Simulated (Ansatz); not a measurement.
One change: `N[SiH]([SiH3])S` becomes `C[SiH](N)S`.

Ansatz, PBE0-D4/def2-TZVP geometries, multiplicity 1. Each molecule was computed in one conformer, which needn't be the lowest.

| property | `N[SiH]([SiH3])S` |
| --- | --- |
| size of the dipole moment (B3LYP/def2-TZVPP) / D | 1.04 |
| HOMO energy (PBE/def2-TZVPP) / eV | -5.85 |
| HOMO energy (B3LYP/def2-TZVPP) / eV | -6.81 |
| HOMO–LUMO gap (PBE0/def2-TZVPP) / eV | 6.75 |
| LUMO energy (B3LYP/def2-TZVPP) / eV | -0.48 |
| HOMO–LUMO gap (B3LYP/def2-TZVPP) / eV | 6.33 |

Q: What does the change do to each property? (Estimate.)

A: Ansatz gave: 
| property | `C[SiH](N)S` | shift |
| --- | --- | --- |
| size of the dipole moment (B3LYP/def2-TZVPP) / D | 1.85 | 0.81 |
| HOMO energy (PBE/def2-TZVPP) / eV | -5.86 | -0.01 |
| HOMO energy (B3LYP/def2-TZVPP) / eV | -6.88 | -0.07 |
| HOMO–LUMO gap (PBE0/def2-TZVPP) / eV | 7.69 | 0.94 |
| LUMO energy (B3LYP/def2-TZVPP) / eV | 0.28 | 0.76 |
| HOMO–LUMO gap (B3LYP/def2-TZVPP) / eV | 7.16 | 0.83 |

With PBE0 the HOMO falls by 0.08 eV and the LUMO rises by 0.85 eV, so the gap widens by about 0.93 eV. PBE moves the HOMO by -0.01 eV and ωB97M-V by -0.20 eV. Dipoles are sizes alone; their direction can turn.

B3LYP here is the variant with VWN-RPA as its local correlation; programs differ in this.
